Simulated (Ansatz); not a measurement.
C2H6Sn (`[CH3][Sn][CH3]`), relaxed with RKS PBE-D4/def2-SVP in the Gaussian-basis code of Ansatz from a rough embedded geometry. The force threshold is 0.03 eV/Å; the program also tests the step.

Total charge 0; spin multiplicity 1. Sn takes the def2 core potential.

Start:

```xyz
9

C    -0.828    0.586    1.356
Sn    0.627    1.059   -0.050
C     0.800   -0.589   -1.392
H    -1.766    0.432    0.893
H    -0.979    1.443    2.116
H    -0.545   -0.325    1.987
H    -0.115   -0.762   -1.914
H     1.636   -0.319   -2.165
H     1.168   -1.524   -0.830
```

Q: By how much does the energy fall, and how many steps does the optimiser take? (Estimate.)

A: Computed: 54.92 kJ/mol, in 6 steps.

Q: Which bonds change most? (An estimate is asked.)

A: The calculation gave: C1–Sn2 from 2.078 to 2.229 Å; Sn2–C3 from 2.133 to 2.229 Å; C3–H8 from 1.170 to 1.108 Å; C1–H4 from 1.058 to 1.112 Å.

Q: Give the relaxed structure. (Best estimate.)

A: Computed: 
```xyz
9

C    -0.770    0.560    1.291
Sn    0.829    1.332   -0.057
C     0.792   -0.523   -1.294
H    -1.675    0.323    0.690
H    -1.046    1.273    2.092
H    -0.431   -0.392    1.755
H    -0.235   -0.683   -1.688
H     1.505   -0.495   -2.141
H     1.032   -1.397   -0.649
```
